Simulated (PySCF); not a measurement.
C₅H₁₃GaO.
SMILES: `[CH2]([GaH2-][O+](C)C)C=C`

Computed with PySCF at B3LYP/def2-SVPD, non-relativistic, on one gas-phase PBE0-D3(BJ)/def2-SVP geometry that isn't relaxed in the solvent. The solvent is an IEF-PCM continuum (Bondi radii, 1.10 Å for H, scaled by 1.2), and excitations are vertical TDDFT with non-equilibrium linear response and a frozen core. The model holds no explicit solvent molecules, cavitation or dispersion. Spin–orbit coupling is left out although an atom past zinc is present.

Gas-phase singlets (H = HOMO, L = LUMO):

| state | E (eV) | λ (nm) | f | leading configuration |
| --- | --- | --- | --- | --- |
| S1 | 5.304 | 234 | 0.016 | H→L 66% |
| S2 | 5.523 | 224 | 0.018 | H→L+1 49% |
| S3 | 5.721 | 217 | 0.275 | H→L+1 33% |
| S4 | 6.169 | 201 | 0.012 | H→L+3 85% |
| S5 | 6.229 | 199 | 0.043 | H→L+4 82% |

Question: Give the list for acetone (ε = 20.49), n² = 1.85.

Answer: 
```
state  E (eV)  λ (nm)      f  leading configuration  change by rank (eV)
   S1   5.354     232  0.024                H→L 56%               +0.050
   S2   5.658     219  0.325              H→L+1 54%               +0.135
   S3   5.817     213  0.083              H→L+2 83%               +0.096
   S4   6.282     197  0.044              H→L+3 83%               +0.113
   S5   6.487     191  0.007              H→L+5 54%               +0.258
```

Question: The ground-state energy changes by -0.211 eV from gas to acetone. By how much does the total energy of gas-phase S5 change?

Answer: E(S5) = E(S0) + excitation energy, so it changes by -0.211 + 0.053 = -0.158 eV: it is lowered less than the ground state, which is what a blue shift means. This is the vertical state, with the slow part of the continuum still set for S0.

Question: How do the frontier levels move from gas to acetone?

Answer: 
| orbital | gas (eV) | solvent (eV) | change (eV) |
| --- | --- | --- | --- |
| LUMO+2 | 0.19 | 0.44 | +0.25 |
| LUMO+1 | 0.12 | 0.17 | +0.05 |
| LUMO | 0.04 | 0.04 | 0.00 |
| HOMO | -6.07 | -6.10 | -0.03 |
| HOMO-1 | -7.50 | -7.75 | -0.25 |
| HOMO-2 | -8.19 | -8.17 | +0.02 |
| HOMO-3 | -8.71 | -8.43 | +0.28 |

The HOMO–LUMO gap goes from 6.11 to 6.14 eV. Rows go by rank; for HOMO-3, HOMO-2, LUMO, LUMO+1 and LUMO+2 the atom shares or the degeneracy differ between the runs, so the row needn't follow one orbital.

Shape of the structure used: `[CH2:1]=[CH:2][CH2:3][GaH2-:4][O+:5]([CH3:6])[CH3:7]`: C1–C2–C3–Ga4 -110°, C2–C3–Ga4–O5 48°, C3–Ga4–O5–C6 63°.
